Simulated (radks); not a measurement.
Task: Species: Ho44+. Configuration: [Ar] 3d5. All-electron calculation, Dirac Kohn-Sham, exchange-only PBE, spin-unpolarised, spherical densities, finite nucleus; open shells fill j = l - 1/2 first; Fermi nuclear charge, rms radius 5.2022 fm. Program: a radial shooting solver on a logarithmic mesh with Libxc functionals. Some entries of the table are withheld. Estimate them.

orbital  occ.  eigenvalue (hartree)  <r^2> (bohr^2)
1s1/2       2             -2127.968       0.0005881
2s1/2       2             -429.5006             (1)
2p1/2       2             -413.7816        0.006500
2p3/2       4             -381.9729        0.007689
3s1/2       2             -155.4964         0.05478
3p1/2       2                   (2)         0.05001
3p3/2       4                   (3)         0.05551
3d3/2       4             -131.5232             (4)
3d5/2       1             -129.8095             (5)
4s1/2       0             -78.72615          0.2024
4p1/2       0                   (6)             (7)
4p3/2       0                   (8)             (9)

Result: 
(1) 2s1/2 <r^2> (bohr^2): 0.009007
(2) 3p1/2 eigenvalue (hartree): -149.0926
(3) 3p3/2 eigenvalue (hartree): -141.6207
(4) 3d3/2 <r^2> (bohr^2): 0.04215
(5) 3d5/2 <r^2> (bohr^2): 0.04362
(6) 4p1/2 eigenvalue (hartree): -75.98408
(7) 4p1/2 <r^2> (bohr^2): 0.1981
(8) 4p3/2 eigenvalue (hartree): -73.31297
(9) 4p3/2 <r^2> (bohr^2): 0.2130
